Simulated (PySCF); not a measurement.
Compound: C₃H₅B.
Numbering: `[BH2:1][CH:2]1[CH:3]=[CH:4]1` (hydrogens: H5, H6 on B1; H7 on C2; H8 on C3; H9 on C4)

Cartesian coordinates in Å at the PBE0-D3(BJ)/def2-SVP level; atoms count from 1:
```xyz
9
C3H5B angstrom
B      1.4028   -0.3232   -0.1101
C     -0.0192   -0.2615    0.4671
C     -1.2278   -0.1483   -0.4830
C     -0.9294    0.9365    0.1302
H      1.6338    0.2104   -1.1741
H      2.3003   -0.8921    0.4726
H     -0.2191   -0.7520    1.4338
H     -1.8322   -0.7404   -1.1624
H     -1.0821    1.9826    0.3754
```

Computed at PBE0/pcSseg-1 (PySCF, non-relativistic), with Q(11B) = 0.04059 b: B1, 11B (I = 3/2): χzz = 5.700 MHz, η = 0.087.

Find the zero-field quadrupole resonance frequencies of 11B at B1.

From ν = (|χ|/2)√(1 + η²/3): ν = 2.853 MHz (three-coordinate boron).

In a crystal, neighbours and librations shift these lines. Isolated species at its PBE0-D3(BJ)/def2-SVP geometry (one conformer only). A larger basis could move these couplings by a tenth or more.
